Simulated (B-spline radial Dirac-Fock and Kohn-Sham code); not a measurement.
**Photoelectron lines of Ba²⁺ at 10100 eV**

System: Ba²⁺ in the configuration 1s2 2s2 2p6 3s2 3p6 3d10 4s2 4p6 4d10 5s2 5p6.

Level of theory: independent-particle photoionisation in a Dirac-Hartree-Slater potential with a Latter tail, all multipoles, thresholds from Dirac-Fock ΔSCF; an atomic code on a B-spline grid. The asymmetry parameter β is from the dipole term alone. Kinetic energies are from the vacuum level.

The last column is dσ/dΩ = σ/(4π) · [1 + β P₂(cos θ)] at θ = 90° from the polarisation vector of linearly polarised light.

| subshell | electrons | binding (eV) | kinetic (eV) | σ (kb) | β | dσ/dΩ (kb/sr) |
| --- | --- | --- | --- | --- | --- | --- |
| 2s | 2 | 6017.1 | 4082.9 | 8.36 | 1.99 | ≈ 0 |
| 2p1/2 | 2 | 5646.6 | 4453.4 | 9.02 | 1.42 | 0.207 |
| 2p3/2 | 4 | 5269.7 | 4830.3 | 15.0 | 1.50 | 0.301 |
| 3s | 2 | 1317.5 | 8782.5 | 1.80 | 1.99 | ≈ 0 |
| 3p1/2 | 2 | 1162.3 | 8937.7 | 1.44 | 1.39 | 0.0353 |
| 3p3/2 | 4 | 1087.9 | 9012.1 | 2.44 | 1.46 | 0.0528 |
| 3d3/2 | 4 | 818.3 | 9281.7 | 0.501 | 0.86 | 0.0228 |
| 3d5/2 | 6 | 803.0 | 9297.0 | 0.679 | 0.80 | 0.0325 |
| 4s | 2 | 285.1 | 9814.9 | 0.414 | 1.99 | ≈ 0 |
| 4p1/2 | 2 | 226.7 | 9873.3 | 0.297 | 1.37 | 0.00745 |
| 4p3/2 | 4 | 211.2 | 9888.8 | 0.501 | 1.44 | 0.0112 |
| 4d3/2 | 4 | 113.9 | 9986.1 | 0.0931 | 0.83 | 0.00434 |
| 4d5/2 | 6 | 111.3 | 9988.7 | 0.126 | 0.77 | 0.00617 |
| 5s | 2 | 54.51 | 10045.5 | 0.0733 | 1.99 | ≈ 0 |
| 5p1/2 | 2 | 37.05 | 10063.0 | 0.0443 | 1.37 | 0.00112 |
| 5p3/2 | 4 | 34.84 | 10065.2 | 0.0736 | 1.43 | 0.00166 |

Branching ratios of the spin-orbit partners (statistical value in brackets): 2p 1.67 (2.00), 3p 1.69 (2.00), 3d 1.36 (1.50), 4p 1.69 (2.00), 4d 1.35 (1.50), 5p 1.66 (2.00).

Values without a named source are computed, but for edge energies of neutral atoms, which are taken from tables.
